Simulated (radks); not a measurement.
Ionisation ladder of holmium, from Ho XXVIII to Ho LV (ions without a valid solution omitted). Each ion is in the ground configuration listed by NIST, and IE = E(next ion) - E(this ion). Calculated with a radial shooting solver on a logarithmic mesh with Libxc functionals: scalar-relativistic Kohn-Sham, SCAN, spin-polarised, spherical densities, finite nucleus; open shells are filled with parallel spins first (spin-orbit coupling, left out, can overturn this in heavy ions); meta-GGA in the generalised Kohn-Sham scheme; Fermi nuclear charge, rms radius 5.2022 fm.

species        configuration  IE, Delta-SCF (eV)  -e(HOMO) (eV)     HOMO  <r> HOMO (bohr)  IE, NIST (eV)    kind  error (eV)
Ho XXVIII           [Kr] 4d4              984.92         963.53    4d up            0.503            985  theory        -0.1
Ho XXIX             [Kr] 4d3              1028.8         1007.3    4d up            0.499           1029  theory        -0.2
Ho XXX              [Kr] 4d2              1073.0         1051.3    4d up            0.494           1077  theory        -4.0
Ho XXXI             [Kr] 4d1              1117.5         1095.7    4d up            0.490           1122  theory        -4.5
Ho XXXII                [Kr]              1319.9         1298.3       4p            0.483           1300  theory       +19.9
Ho XXXIII  [Ar] 3d10 4s2 4p5              1364.1         1342.8  4p down            0.480           1346  theory       +18.1
Ho XL              [Ar] 3d10              3039.6         2987.0       3d            0.201           3018  theory       +21.6
Ho XLI              [Ar] 3d9              3148.4         3095.3  3d down            0.200           3125  theory       +23.4
Ho XLII             [Ar] 3d8              3257.8         3204.4  3d down            0.198           3238  theory       +19.8
Ho XLIII            [Ar] 3d7              3367.8         3314.2  3d down            0.196           3359  theory        +8.8
Ho XLIV             [Ar] 3d6              3478.1         3424.3  3d down            0.195           3476  theory        +2.1
Ho XLV              [Ar] 3d5              3632.9         3576.3    3d up            0.192           3592  theory       +40.9
Ho XLVI             [Ar] 3d4              3749.7         3692.7    3d up            0.191           3760  theory       -10.3
Ho XLVII            [Ar] 3d3              3867.1         3809.8    3d up            0.189           3880  theory       -12.9
Ho XLVIII           [Ar] 3d2              3984.9         3927.4    3d up            0.188           4009  theory       -24.1
Ho XLIX             [Ar] 3d1              4102.9         4045.4    3d up            0.186           4131  theory       -28.1
Ho L                    [Ar]              4543.7         4494.1       3p            0.209           4469  theory       +74.7
Ho LI           [Ne] 3s2 3p5              4646.9         4597.8  3p down            0.208           4576  theory       +70.9
Ho LII          [Ne] 3s2 3p4              4747.5         4699.9  3p down            0.207           4693  theory       +54.5
Ho LIII         [Ne] 3s2 3p3              4892.9         4841.6    3p up            0.206           4802  theory       +90.9
Ho LIV          [Ne] 3s2 3p2              4998.6         4948.0    3p up            0.205           5135  theory      -136.4
Ho LV           [Ne] 3s2 3p1              5101.9         5052.7    3p up            0.204           5258  theory      -156.1

Reference values: NIST Atomic Spectra Database (exp. = measured, semi-emp. = semi-empirical, theory = theoretical value adopted there). The ionisation energy per charge of the ion left behind rises most, in proportion, at Ho XL ([Ar] 3d10), from 41.338 to 75.991 eV. Open shells are spherical and high-spin; term and fine-structure splittings are not resolved. Spin-orbit splitting is averaged out at the scalar-relativistic level.
